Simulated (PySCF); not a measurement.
**C5H10O2S: core ionisation energies**

Compound: pentamethylene sulfone, C5H10O2S.
Z-matrix (Å and degrees, PBE0-D3(BJ)/def2-SVP geometry), rows numbered from 1:
```
O 
S   1  1.4595
O   2  1.4649  1  120.99
C   2  1.7940  1  109.19  3   125.21
C   4  1.5217  2  110.61  1   170.19
C   5  1.5280  4  112.79  2   -59.71
C   6  1.5280  5  113.63  4    59.62
C   7  1.5219  6  112.81  5   -59.74
H   4  1.1012  2  106.36  1    46.73
H   4  1.1007  2  104.15  1   -67.83
H   5  1.1021  4  108.18  2    62.14
H   5  1.1016  4  108.69  2   177.93
H   6  1.1009  5  109.14  4  -178.31
H   6  1.1053  5  109.23  4   -62.59
H   7  1.1021  6  109.96  5    61.09
H   7  1.1015  6  110.08  5   178.68
H   8  1.1007  2  104.12  1    67.98
H   8  1.1011  2  106.45  1   -46.64
```

Level of theory: PySCF, delta-SCF UKS SCAN, pcX-2 on the ionised atom, pcseg-1 elsewhere, spin-free X2C. Vertical ΔSCF values, vacuum level as zero.

Question: List the computed XPS lines with their assignment.

Answer: 
```json
{"atom(s)": "O1/O3", "environment": "sulfonyl oxygen", "level": "O 1s", "binding energy (eV)": "537.28", "2p1/2 (eV)": "–", "above the level's lowest (eV)": "0.00", "count": "2"}
{"atom(s)": "S2", "environment": "sulfonyl sulfur", "level": "S 2p3/2", "binding energy (eV)": "173.45", "2p1/2 (eV)": "174.68", "above the level's lowest (eV)": "0.00", "count": "1"}
{"atom(s)": "S2", "environment": "sulfonyl sulfur", "level": "S 1s", "binding energy (eV)": "2482.25", "2p1/2 (eV)": "–", "above the level's lowest (eV)": "0.00", "count": "1"}
{"atom(s)": "C4/C8", "environment": "sp3 carbon bound to sulfur", "level": "C 1s", "binding energy (eV)": "291.43", "2p1/2 (eV)": "–", "above the level's lowest (eV)": "+0.25", "count": "2"}
{"atom(s)": "C5/C7", "environment": "ring CH2 carbon", "level": "C 1s", "binding energy (eV)": "291.26", "2p1/2 (eV)": "–", "above the level's lowest (eV)": "+0.08", "count": "2"}
{"atom(s)": "C6", "environment": "ring CH2 carbon", "level": "C 1s", "binding energy (eV)": "291.18", "2p1/2 (eV)": "–", "above the level's lowest (eV)": "0.00", "count": "1"}
```

Lowest listed C 1s: C6, bonded to 2 C and 2 H. Highest, 0.25 eV above it: C4/C8, bonded to S, C and 2 H. The widest gap between neighbouring values is 0.17 eV, between 291.26 and 291.43 eV.

Question: Give the binding energy of C 1s of C6 in hartree and in kJ/mol.

Answer: 291.18 eV = 10.7007 Eh = 28095 kJ/mol.

Question: Which photon energy gives electrons from C 1s of C6 a kinetic energy of 20 eV, and what is their de Broglie wavelength?

Answer: hν = 291.18 + 20 = 311.18 eV, recoil neglected; λ = 12.264 Å/√(E/eV) = 2.74 Å.

Topologically equivalent atoms share the value of their first member; where this conformer doesn't relate them by symmetry, their own values could differ. Spin–orbit coupling isn't in the SCF: each 2p doublet comes from a relaxed spin-free hole plus a matrix of the shell (mean-field spin–orbit coupling and the ground-state 2p splitting), with 2p3/2 averaged over its two sublevels. 2p1/2 minus 2p3/2 (ligand field included): S 1.23 eV. Geometry: PBE0-D3(BJ)/def2-SVP, one conformer, isolated molecule.
